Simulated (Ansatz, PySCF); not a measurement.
Process, species as SMILES: O[Si](O)(Cl)Cl -> [O][Si](O)(Cl)Cl + H atom (the H-O bond at the site shown breaks; other sites are not compared here)
Geometries: B3LYP-D3(BJ)/def2-TZVP minima from Ansatz (a program for electronic structure), one conformer each, not searched for the lowest.

Property: bond dissociation energy (electronic energy difference), in kcal/mol. Valence correlation only, unless marked. Open shells are spin-unrestricted. Spin-orbit coupling is left out. Non-relativistic unless marked X2C. Basis-set limits of correlation are two-point, X^-3; Hartree-Fock from the larger set. [CCSD(T)-MP2]/basis is that difference in the basis named.

```json
[
 {"level": "HF/cc-pV(T+d)Z", "program": "Ansatz", "bond dissociation energy (kcal/mol)": "94.1"},
 {"level": "HF-D3(BJ)/def2-TZVPD", "program": "PySCF + dftd3", "bond dissociation energy (kcal/mol)": "96.2"},
 {"level": "PBE/def2-TZVPD", "program": "Ansatz", "bond dissociation energy (kcal/mol)": "121.4"},
 {"level": "PBE-D3(BJ)/def2-TZVPD", "program": "Ansatz + dftd3", "bond dissociation energy (kcal/mol)": "121.9"},
 {"level": "BLYP-D4/def2-TZVPD", "program": "Ansatz + dftd4", "bond dissociation energy (kcal/mol)": "120.3"},
 {"level": "r2SCAN/def2-TZVPD", "program": "Ansatz", "bond dissociation energy (kcal/mol)": "122.1"},
 {"level": "PBE0/6-31G*", "program": "Ansatz", "bond dissociation energy (kcal/mol)": "118.4"},
 {"level": "PBE0/def2-SVP", "program": "Ansatz", "bond dissociation energy (kcal/mol)": "122.3"},
 {"level": "PBE0-D3(BJ)/def2-TZVPD", "program": "Ansatz + dftd3", "bond dissociation energy (kcal/mol)": "123.6"},
 {"level": "PBE0-D4/def2-TZVP", "program": "Ansatz + dftd4", "bond dissociation energy (kcal/mol)": "123.1"},
 {"level": "PBE0/def2-TZVP", "program": "Ansatz", "bond dissociation energy (kcal/mol)": "122.7"},
 {"level": "PBE0/def2-TZVPD", "program": "Ansatz", "bond dissociation energy (kcal/mol)": "123.2"},
 {"level": "TPSSh/def2-TZVPD", "program": "PySCF", "bond dissociation energy (kcal/mol)": "121.8"},
 {"level": "HSE06/def2-TZVPD", "program": "Ansatz", "bond dissociation energy (kcal/mol)": "123.2"},
 {"level": "LC-wPBE-D3(BJ)/def2-TZVPD", "program": "Ansatz + dftd3", "bond dissociation energy (kcal/mol)": "125.7"},
 {"level": "B2PLYP-D3(BJ)/def2-TZVPD", "program": "Ansatz + dftd3", "bond dissociation energy (kcal/mol)": "126.0"},
 {"level": "B2PLYP-D4/def2-TZVPD", "program": "Ansatz + dftd4", "bond dissociation energy (kcal/mol)": "126.0"},
 {"level": "RI-MP2/cc-pV(Q+d)Z", "program": "Ansatz", "bond dissociation energy (kcal/mol)": "134.5"},
 {"level": "CCSD/STO-3G", "program": "Ansatz", "bond dissociation energy (kcal/mol)": "107.2"},
 {"level": "X2C-CCSD(T)/cc-pVTZ-DK", "program": "Ansatz", "bond dissociation energy (kcal/mol)": "127.1"},
 {"level": "RI-MP2/CBS(cc-pV(T+d)Z,cc-pV(Q+d)Z)+[CCSD(T)-MP2]/cc-pV(T+d)Z", "program": "Ansatz", "bond dissociation energy (kcal/mol)": "130.8"}
]
```
